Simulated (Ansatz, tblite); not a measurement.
Cost and result up the ladder for Al8Sb7I3 (18 atoms). Total charge 0; singlet. Geometry: PBE-D4/def2-SVP.

```csv
atom,x (Å),y (Å),z (Å)
Sb1,1.779,-1.299,-1.577
Sb2,3.077,0.500,2.080
Sb3,-2.418,-2.961,-1.597
Sb4,-0.746,-2.579,2.295
Sb5,0.610,3.165,-0.730
Sb6,-1.606,1.911,3.085
Sb7,-2.786,-0.083,-1.130
Al8,-0.136,0.597,-0.771
Al9,-0.701,-1.342,-2.647
Al10,2.648,1.216,-0.449
Al11,1.064,-1.004,1.212
Al12,-1.611,-0.211,1.416
Al13,0.722,1.750,1.749
Al14,-0.067,-3.153,-0.252
Al15,-1.700,2.863,0.655
I16,4.413,2.064,-2.033
I17,1.108,-5.332,-0.762
I18,-3.649,3.901,-0.542
```

Ansatz on 2 threads of AMD EPYC 7R13 on a shared host and a share (18 GiB) of an NVIDIA H100 80GB HBM3; xTB runs through tblite on one thread. Times are rough, summed over both states, and most runs start from the orbitals of an earlier one. PBE0-D4/def2-TZVP serves as the yardstick here, not as an exact answer. The other state is a triplet.

In the def2 sets I, Sb take a core potential; there is no spin–orbit coupling. The xTB rows come from tblite. Single mean-field runs in def2-TZVP are fitted with def2-universal-jkfit.

xTB has no spin-polarisation term.

```json
{"level": "GFN1-xTB", "functions": "162", "wall time": "0.38 s", "vertical triplet (eV)": "0.30", "difference from PBE0-D4/def2-TZVP (eV)": "-0.74"}
{"level": "GFN2-xTB", "functions": "162", "wall time": "0.88 s", "vertical triplet (eV)": "0.17", "difference from PBE0-D4/def2-TZVP (eV)": "-0.87"}
{"level": "PBE-D4/def2-TZVP (with forces)", "functions": "796", "wall time": "43 s", "vertical triplet (eV)": "1.06", "difference from PBE0-D4/def2-TZVP (eV)": "0.01"}
{"level": "PBE0-D4/def2-TZVP (with forces)", "functions": "796", "wall time": "61 s", "vertical triplet (eV)": "1.04", "difference from PBE0-D4/def2-TZVP (eV)": "0.00"}
```
